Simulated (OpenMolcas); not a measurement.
Tb: effect of the basis set

* Program: OpenMolcas
* Method: MS-CASPT2, IPEA 0.25 Eh, imaginary shift 0.1 Eh (closed shells correlated: 5s 5p 6s)
* Active space: 9 electrons in 7 orbitals (4f)
* State averaging: 2S+1 = 6 odd, 21 roots; 2S+1 = 4 odd, 224 roots (115 in the spin-orbit step); 2S+1 = 2 odd, 82 roots kept (CI in the orbitals of an earlier block)
* Spin-orbit coupling: RASSI with atomic mean-field integrals over the reference wave functions, term energies averaged over their components

A. ANO-RCC-VDZP [7s6p4d2f1g], DKH2, point nucleus; CASPT2 step of the order of 70 core-seconds
B. ANO-RCC-VTZP [8s7p5d3f2g1h], DKH2, point nucleus; CASPT2 step roughly 3 core-minutes
C. ANO-RCC-VQZP [9s8p6d4f3g2h], DKH2, point nucleus; CASPT2 step about 7 core-minutes

Energies in cm⁻¹ above 4f⁹ 6s² ⁶H°_15/2, the measured ground level; measured values from NIST Handbook of Basic Atomic Spectroscopic Data.

```csv
Level,A,B,C,Measured
4f⁹ 6s² ⁶H°_15/2,0.0,0.0,0.0,0.0
4f⁹ 6s² ⁶H°_13/2,2890,2930,2930,2772
4f⁹ 6s² ⁶H°_11/2,4970,5010,5000,4670
4f⁹ 6s² ⁶H°_9/2,6580,6620,6610,6175
4f⁹ 6s² ⁶F°_11/2,7100,6670,6640,
4f⁹ 6s² ⁶H°_7/2,7830,7870,7860,
4f⁹ 6s² ⁶F°_9/2,8360,7900,7860,
4f⁹ 6s² ⁶H°_5/2,8790,8830,8810,
4f⁹ 6s² ⁶F°_7/2,9900,9470,9430,
4f⁹ 6s² ⁶F°_5/2,11100,10670,10630,
4f⁹ 6s² ⁶F°_3/2,11840,11390,11340,
4f⁹ 6s² ⁶F°_1/2,12230,11770,11720,
4f⁹ 6s² ⁴F°_9/2(1) [73 %],20430,19480,19320,
4f⁹ 6s² ⁴I°_15/2 [64 %],21580,20500,20330,
4f⁹ 6s² ⁴G°_11/2(1),22520,21450,21280,
4f⁹ 6s² ⁴F°_7/2(1) [65 %],24160,23160,22980,
4f⁹ 6s² ⁴I°_13/2,24390,23320,23160,
4f⁹ 6s² ⁴M°_21/2,25020,24080,23960,
4f⁹ 6s² ⁴M°_19/2 [62 %],26040,24980,24860,
4f⁹ 6s² ⁴I°_11/2,26770,25730,25560,
4f⁹ 6s² ⁴G°_9/2(1) [62 %],27790,26770,26590,
4f⁹ 6s² ⁴I°_9/2,28850,27840,27660,
4f⁹ 6s² ⁴M°_17/2 [61 %],28940,27950,27830,
4f⁹ 6s² ⁶P°_5/2 [52 %],29580,27880,27680,
```

Deviations, from unrounded energies. A percentage is the sum of absolute deviations over the sum of measured energies, with the sign that they share, or ± where signs differ.

```json
{"Against measurement": "mean absolute deviation (cm-1)", "Levels": "3", "A": "280", "B": "310", "C": "310"}
{"Against measurement": "fine structure of the ground term (%)", "Levels": "3", "A": "+6.1", "B": "+6.9", "C": "+6.8"}
```

A lies closest to measurement on these levels and B furthest from it. The largest miss of A in the table is 4f⁹ 6s² ⁶H°_9/2, by +410 cm-1. The ranking rests on the paired levels alone, and a cruder setting can come out closer through cancelling errors.

The two smallest mean deviations differ by little beside CASPT2's spread within terms, so their order carries little weight.

Among A to C the level of the table that moves most is 4f⁹ 6s² ⁶P°_5/2 [52 %], by 1900 cm-1 (lowest in C, highest in A). Moves below CASPT2's spread within the term are not significant.

CASPT2 does not keep the components of a term degenerate, so their means are used; among the terms shown or strongly mixed into the levels shown the widest spread is 390 cm-1 (4f⁹ 6s² ⁶H°, C). Blocks of more than 70 roots (2S+1 = 4 odd, 2 odd) ran without multistate coupling. High states are left out of the spin-orbit mixing, which shifts the levels that they would mix with. With the s shell closed, the reference lacks s² → p² mixing. Measured partners are found by configuration, term and J. A level has none where our copy of the source lacks it or the pairing is in doubt (some pairs that miss far off the trend of their configuration count as doubtful), and it then counts in no deviation. Levels of configurations outside the active space are missing. Levels that lie high or do not pair safely by name in every column are left out.

A share in square brackets marks a mixed level and gives the weight of the term that names it, the lowest over the columns. A number in round brackets counts repeated terms of one configuration in the order of the reference energies. ° marks odd parity.
